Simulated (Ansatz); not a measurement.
H4Au2. Charge 0, multiplicity 3. Geometry PBE0-D4/def2-TZVP, that of the charge +1 doublet; atoms count from 1.

```xyz
6

Au   -1.098    0.305   -0.669
Au    1.092   -0.320    0.671
H    -2.763    0.388   -1.471
H     2.776   -0.836    1.235
H     2.411   -0.625    1.930
H    -2.418    1.088   -1.697
```

In the def2 sets Au takes a core potential; there is no spin–orbit coupling. At PBE0-D4/def2-TZVP a singlet of charge 0 lies 4.16 eV below the triplet at the same geometry. The structure comes from a short search, and lower isomers may exist.

**Question.** Estimate the Mulliken populations from the PBE0/def2-TZVP orbitals of Ansatz.

**Answer.** 
```
atom  charge (e)  spin (α − β)  d electrons
 Au1       -0.06          0.88         9.78
 Au2       -0.06          0.88         9.78
  H3        0.03          0.07            –
  H4        0.03          0.06            –
  H5        0.03          0.06            –
  H6        0.03          0.06            –
```
Mulliken values and Mayer orders depend strongly on the basis.

**Question.** Where does the spin sit?

**Answer.** Summed by element: Au 1.76, H 0.24, of 2 unpaired in all. Largest on single atoms: Au2 0.88, Au1 0.88, H3 0.07.

**Question.** And the Mayer bond orders between bonded heavy atoms (over 0.3)?

**Answer.** Au1–Au2 0.89 (2.64 Å).
